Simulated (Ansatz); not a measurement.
C₂H₅ClSSi (`C=C[SiH](S)Cl`). The species carries charge 0 and has multiplicity 1.

```xyz
10

C     1.369   -0.913    0.221
C     0.905    0.333    0.252
Si   -0.745    0.831   -0.421
S    -1.997   -0.836   -0.829
Cl   -1.594    2.113    0.950
H     0.788   -1.726   -0.204
H     2.348   -1.171    0.616
H     1.524    1.114    0.690
H    -0.657    1.562   -1.704
H    -1.941   -1.307    0.429
```

Question: List the harmonic frequencies (cm⁻¹, unscaled) at PBE0-D4/def2-TZVP in Ansatz. (Estimate.)

Answer: The calculation gave: 84, 146, 155, 219, 231, 359, 466, 523, 573, 681, 705, 803, 857, 1016, 1018, 1040, 1287, 1437, 1670, 2253, 2704, 3134, 3148, 3222.

Question: Is this a minimum?

Answer: Yes, all 24 modes are real.

Question: Give the ideal-gas thermochemistry at 298.15 K and 1 bar (rigid rotor, harmonic oscillator; point group C1, symmetry number 1).

Answer: Zero-point energy 165.9 kJ/mol; H(298) − E = 187.8 kJ/mol; entropy 359.7 J/(mol·K), of which translation 169.0, rotation 118.5, vibration 72.2; G(298) − E = 80.5 kJ/mol. Modes under 100 cm⁻¹ are hindered rotations or soft bends, so the harmonic entropy is rough.

Question: Rotational constants (cm⁻¹)?

Answer: 0.08819, 0.06489, 0.04086.
